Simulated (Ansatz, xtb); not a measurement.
# Relaxing a trial structure of C3H9GaO

The starting geometry of this gas-phase singlet was built from a drawn formula by distance geometry; its bonds are those of `[CH3][GaH][C@@H](C)O`.

```yaml
atoms:
  - { symbol: C, position_ang: [0.4608, -1.9127, -1.0426] }
  - { symbol: C, position_ang: [-0.2387, 0.9644, 0.2221] }
  - { symbol: C, position_ang: [-0.3575, 0.6529, 1.7260] }
  - { symbol: Ga, position_ang: [1.2099, -0.0874, -0.3740] }
  - { symbol: O, position_ang: [-0.4178, 2.3610, 0.0067] }
  - { symbol: H, position_ang: [0.3481, -1.5903, -2.0855] }
  - { symbol: H, position_ang: [1.2049, -2.5941, -0.8634] }
  - { symbol: H, position_ang: [-0.4890, -1.9977, -0.4413] }
  - { symbol: H, position_ang: [2.5943, -0.1030, -0.8591] }
  - { symbol: H, position_ang: [-1.1893, 0.4702, -0.1539] }
  - { symbol: H, position_ang: [0.2169, -0.2512, 1.9865] }
  - { symbol: H, position_ang: [-1.4319, 0.6471, 1.9759] }
  - { symbol: H, position_ang: [0.1032, 1.5072, 2.3231] }
  - { symbol: H, position_ang: [-1.4233, 2.5345, 0.1176] }
```

Q: Where would you expect an optimisation with r2SCAN-D4/def2-SVP to take it?

A: It keeps its bonds, and is `[CH3][GaH][C@@H](C)O`.

The energy falls by 1.37 eV over 32 steps:

```csv
step,E − E(last) (eV)
1,1.366
4,0.110
8,0.004
11,0.002
15,0.002
18,0.001
22,0.001
25,0.000
29,0.000
32,0.000
```

Final geometry (Å):

```yaml
atoms:
  - { symbol: C, position_ang: [0.6688, -1.9948, -0.9444] }
  - { symbol: C, position_ang: [-0.4614, 1.0141, 0.2402] }
  - { symbol: C, position_ang: [-0.5229, 0.5843, 1.7050] }
  - { symbol: Ga, position_ang: [0.8670, -0.0410, -0.8030] }
  - { symbol: O, position_ang: [-0.1232, 2.3901, 0.1088] }
  - { symbol: H, position_ang: [0.6868, -2.3099, -2.0013] }
  - { symbol: H, position_ang: [1.5276, -2.4915, -0.4600] }
  - { symbol: H, position_ang: [-0.2537, -2.3782, -0.4820] }
  - { symbol: H, position_ang: [2.0769, 0.6816, -1.4917] }
  - { symbol: H, position_ang: [-1.4581, 0.8082, -0.2167] }
  - { symbol: H, position_ang: [-0.7963, -0.4794, 1.8075] }
  - { symbol: H, position_ang: [-1.2819, 1.1693, 2.2605] }
  - { symbol: H, position_ang: [0.4419, 0.7439, 2.2150] }
  - { symbol: H, position_ang: [-0.7811, 2.9041, 0.6001] }
```

From the same start GFN2-xTB ends elsewhere, differing in Ga4–O5 (2.11 against 2.78 Å here).

The end wasn't checked by frequencies. Run with Ansatz 0.2.0, 3.7 min on 2 threads of Intel(R) Xeon(R) Processor @ 2.50GHz (Skylake/Cascade Lake) (shared host).
